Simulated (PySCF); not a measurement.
## Assignment exercise: C$_{5}$H$_{3}$FO

Numbering as in the mapped SMILES `[O:1]=[CH:2][C:3]1=[CH:4][C:5]/1=[CH:6]\[F:7]`. Each H is labelled by its parent atom.

Computational details: geometry: GFN2-xTB, NMR shieldings at PBE0/pcSseg-1/GIAO, couplings computed with B3LYP/pcJ-1 (spin–dipole term only in couplings to heteroatoms), in PySCF 2.14.0 with density-fitted response routines (non-relativistic Hamiltonian, no solvent model, one conformer).

δ = σ(ref) − σ, references computed at the same level: 13C and 1H against TMS.

Question: Assign these signals to the numbered atoms. 13C{1H} NMR (computed): δ 179.7 (CH), 144.8 (CH, d, J = 2.0 Hz), 135.6 (CH, d, J = 312.1 Hz), 129.8 (C, d, J = 8.7 Hz), 104.3 (C, d, J = 20.0 Hz).

Answer: 
179.7 → C2, aldehyde carbonyl carbon: the double bond to the heteroatom, with no lone-pair donor beside it, deshields it most
144.8 → C4, β carbon of a C=C–C=O unit: conjugation with the carbonyl draws π density from the β position
135.6 → C6, alkene CH: as expected for a trigonal carbon in a double bond
129.8 → C3, α carbon of a C=C–C=O unit: an sp2 carbon of a C=C bond
104.3 → C5, fully substituted alkene carbon: the olefinic region

Question: Assign these signals to the numbered atoms. 1H NMR (600 MHz, computed): δ 10.55 (dd, J = 4.8, 1.0 Hz, 1H), 8.24 (dd, J = 9.3, 1.0 Hz, 1H), 7.15 (d, J = 92.0 Hz, 1H).

Answer: 
```tsv
δ (ppm)	atoms	environment	reason
10.55	H(C2)	hydrogen on an aldehyde carbonyl carbon	the C=O anisotropy and electron withdrawal place aldehyde protons far downfield
8.24	H(C4)	hydrogen on a β carbon of a C=C–C=O unit	–
7.15	H(C6)	hydrogen on an alkene CH	olefinic region
```

C–F couplings over four or more bonds (about 3 Hz to the para carbon of a fluoroarene) are left out. Common functionals overestimate the size of one-bond C–F couplings by tens of Hz; these are unscaled. Splittings below 1 Hz are ignored in the labels, and close J values are merged. Shifts are as computed. Against solution values, carbons near 30 ppm lie about +3 ppm off and those near 130 ppm about +5 ppm. Of 1211 compounds with measured shifts, 218 miss one by over three times the rms of a fit or turn the order of signals round; such compounds aren't used in these exercises.
